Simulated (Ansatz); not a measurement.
Two isomers of C2H6OSi: A = `[SiH3]C1CO1`, B = `CO[Si]C`.

Computed with Ansatz on PBE0-D4/def2-TZVP structures; ΔE is electronic, products minus reactants. CBS: MP2 limit from def2 TZ/QZ plus the TZ coupled-cluster correction, frozen cores. Functionals use def2-TZVPP. Each species was taken in one conformer, which may not be the lowest.

A:

Z-matrix (Å, degrees):
```
Si
C 1 1.875
H 1 1.488 2 109.6
H 1 1.486 2 110.4 3 119.8
H 1 1.485 2 108.4 3 -119.9
C 2 1.468 1 121.2 3 100.1
O 2 1.436 1 115.4 3 166.6
H 2 1.091 1 118.4 3 -54.7
H 6 1.087 2 118.9 1 -153.6
H 6 1.088 2 119.8 1 -1.7
```

B:

```xyz
10

C     0.512    0.614    1.340
O     0.441   -0.778    1.145
Si   -0.037   -1.729   -0.109
C    -0.550   -0.460   -1.439
H     1.546    0.895    1.554
H     0.168    1.174    0.466
H    -0.104    0.888    2.200
H     0.284    0.192   -1.726
H    -1.367    0.185   -1.094
H    -0.891   -0.982   -2.336
```

Which is lower in electronic energy at CCSD(T)/CBS, and by how much? (Best estimate.)

The calculation gave: B, by 34.2 kcal/mol.

Give E(B) − E(A) in kcal/mol with ωB97M-V, CCSD(T)/def2-SVP, HF/def2-TZVPP, CCSD(T)/def2-TZVPP, r2SCAN-D4, PBE-D4, CCSD/def2-TZVPP. (Estimate.)

Ansatz gave: ωB97M-V -35.4, CCSD(T)/def2-SVP -30.4, HF/def2-TZVPP -34.1, CCSD(T)/def2-TZVPP -33.8, r2SCAN-D4 -30.7, PBE-D4 -31.5, CCSD/def2-TZVPP -34.4. None reverses the order clearly.

Does the order hold for the free energy at 298.15 K (harmonic terms from PBE0-D4)? (Best estimate.)

Ansatz gave: Yes: G(B) − G(A) = -32.0 kcal/mol, for one conformer each. Modes under 60 cm⁻¹, often nearly free rotors, make the harmonic entropy too high.

Largest T1 diagnostic: 0.014.

Leaving LDA and LC-ωPBE aside and taking each functional with its dispersion term where it has one, the values, not all of them listed here, spread over 6.4 kcal/mol, from BLYP-D4 to ωB97X-V. LDA lies −0.8 kcal/mol from PBE without D4. At CCSD(T), def2-SVP lies +3.8 kcal/mol from the extrapolated value and def2-TZVPP +0.4 kcal/mol.
